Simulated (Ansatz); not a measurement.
`F[CH2][GeH2][GeH3]` + H₂ → `F[CH2][GeH3]` + GeH₄  (hydrogenolysis of a Ge–Ge bond)

Isolated molecules relaxed with PBE0-D4/def2-TZVP in Ansatz; ΔE leaves out vibrations. CBS: MP2 limit from def2 TZ/QZ plus the TZ coupled-cluster correction, frozen cores. This one scheme is used for every species. Functionals use def2-TZVPP. B3LYP here is the variant with VWN-RPA as its local correlation; programs differ in this. For Ge outer-core shells are correlated without core-valence functions, which leaves a few kJ/mol of doubt a bond. Scalar relativity is left out up to krypton. One conformer a species, not always the lowest.

`F[CH2][GeH2][GeH3]`:

```xyz
11

F    -1.517    0.448    1.641
C    -0.368   -0.324    1.721
Ge    0.178   -0.916   -0.089
Ge    0.262    0.996   -1.572
H    -0.575   -1.180    2.368
H     0.420    0.279    2.179
H     1.563   -1.581    0.036
H    -0.823   -1.966   -0.601
H    -1.143    1.581   -1.775
H     1.171    2.079   -0.969
H     0.831    0.584   -2.939
```

H₂:

Cartesian coordinates in Å:
```
H -0.167 0.087 0.322
H 0.167 -0.087 -0.322
```

`F[CH2][GeH3]`:

Cartesian coordinates in Å:
```
F 1.165 -0.230 1.566
C 0.118 -0.663 0.767
Ge -0.156 0.586 -0.738
H -0.782 -0.727 1.385
H 0.358 -1.664 0.400
H 1.119 0.655 -1.590
H -1.323 0.061 -1.593
H -0.499 1.981 -0.196
```

GeH₄:

Cartesian coordinates in Å:
```
Ge 0.000 0.000 0.000
H -1.476 -0.337 0.246
H 0.116 1.438 -0.521
H 0.580 -0.969 -1.039
H 0.780 -0.132 1.314
```

CCSD(T)/CBS gives +3.4 kcal/mol.

**Question.** Another level gave +1.8 kcal/mol. Which?
A. MP2/def2-TZVPP
B. B3LYP/def2-TZVPP
C. B2PLYP/def2-TZVPP
D. HF/def2-TZVPP

**Answer.** C. B2PLYP 1.8, HF/def2-TZVPP -3.7, MP2/def2-TZVPP 4.2, B3LYP 0.8 kcal/mol.

Largest T1 diagnostic among the species: 0.012.

In def2-TZVPP, CCSD(T) changes the Hartree–Fock value by +6.5 kcal/mol (the triples alone add +1.0 kcal/mol) and MP2 by +7.9 kcal/mol. From PBE to PBE0 (25 % exact exchange), in def2-TZVPP and without D4, ΔE moves by −0.9 kcal/mol.
